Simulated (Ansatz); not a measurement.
System: C₂H₉OSi₂, charge 0, multiplicity 2. It need not be the lowest isomer of its formula. 
Structure (B3LYP-D3(BJ)/def2-TZVP (Ansatz, an electronic-structure program) minimum search):
SMILES: O([SiH2]C)[SiH]C
```xyz
14

C      2.7889     0.4823     0.3932
Si     1.5085    -0.7697    -0.1636
O      0.0156    -0.1146     0.0567
Si    -1.6035    -0.2445    -0.1997
C     -2.4291     1.3329     0.3460
H      3.7966     0.1023     0.2143
H      2.6662     1.4150    -0.1652
H      2.6886     0.7039     1.4566
H      1.6840    -1.0875    -1.6151
H     -2.1273    -1.3989     0.5709
H     -1.8515    -0.4911    -1.6422
H     -3.5094     1.2726     0.1925
H     -2.0532     2.1868    -0.2208
H     -2.2472     1.5204     1.4060
```
Charge 0, spin multiplicity 2.

Computed values are from Ansatz. Valence correlation only, unless marked. UHF or UKS for open shells. No spin-orbit coupling. Non-relativistic. CBS marks a two-point X^-3 extrapolation of the correlation energy; Hartree-Fock from the larger set.

Question: What is the T1 diagnostic at CCSD/cc-pV(Q+d)Z?

Answer: 0.012.

Question: What is the dipole moment at CCSD(T)/aug-cc-pV(D+d)Z?

Answer: 0.99 D.

Question: What is the total energy at CCSD(T)/CBS(cc-pV(T+d)Z,cc-pV(Q+d)Z)?

Answer: -734.8951 Eh.

Question: What is the atomisation energy De at CCSD(T)/CBS(cc-pV(T+d)Z,cc-pV(Q+d)Z)?

Answer: 1213.4 kcal/mol.
